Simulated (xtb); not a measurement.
CAgO, SMILES [C+](=O)[Ag], charge +1, multiplicity 1. All values are semi-empirical tight-binding results from xtb (GFN2-xTB unless named), good for trends rather than for accurate numbers. Coordinates come from a GFN2-xTB optimisation. The multiplicity is an assumed one; other spin states were not compared.

For metal compounds this method's bond lengths and energies can be far off.

Task: Estimate the properties. (Estimate from the structure and the level; the computed values follow.)

Result: 
```yaml
point_group_as_xtb_finds_it: C∞v
orbital_gap: 3.06 eV
zero_point_energy: 4.1 kcal/mol
G − E(el) at 298.15 K (modified RRHO): -12.1 kcal/mol
```
